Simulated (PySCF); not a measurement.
ClO₂W (SMILES [O]=[W+](=[O])[Cl]), charge +1, singlet, geometry from GFN2-xTB (such geometries of metal compounds can be far from the true shape) (the multiplicity is a formal guess) (core potentials on W). Base run: PySCF with TPSS/def2-SVP.

PySCF was given this input:
```python
from pyscf import gto, scf, dft

mol = gto.Mole()
mol.atom = '''
    W     0.18341371    0.00795927    0.24191020
    O     1.44790089   -0.79847499   -0.57203555
    O    -0.79540581   -1.06509520    1.13758770
    Cl   -1.10544559    0.84232796   -1.31916307
'''
mol.basis = 'def2-svp'
mol.ecp = {'W': 'def2-svp'}
mol.charge = 1
mol.verbose = 5
mol.build()

mf = dft.RKS(mol)
mf.xc = 'tpss'
mf.kernel()
```

Variants of this job, named by their change:

| change | E (Eh) | HOMO (eV) | HOMO-LUMO gap (eV) | core-seconds (rough) |
|---|---|---|---|---|
| base | -677.31586 | -14.32 | 2.47 | 8 |
| functional = camb3lyp | -677.13655 | -17.16 | 6.86 | 10 |
| functional = wb97m_v | -677.07225 | -18.06 | 8.80 | 100 |
| functional = pbe0 | -676.91329 | -15.84 | 4.57 | 5 |
| functional = b3lyp; dispersion = d3bjm | -677.28564 | -15.52 | 3.98 | 5 |
| functional = wb97x | -677.18804 | -18.18 | 9.04 | 10 |
| functional = pbe0; dispersion = d3bj | -676.91660 | -15.84 | 4.57 | 5 |
| functional = pbe0; dispersion = d3zero | -676.91427 | -15.84 | 4.57 | 5 |
| functional = lda,vwn | -674.62667 | -14.39 | 2.20 | 3 |
| functional = b3lyp | -677.27361 | -15.52 | 3.98 | 5 |
| functional = bp86 | -677.43042 | -14.31 | 2.27 | 5 |
| functional = blyp | -677.25189 | -14.02 | 2.14 | 5 |
| functional = mn15 | -676.86354 | -16.60 | 5.93 | 7 |

Total energies compare only within one method and basis.
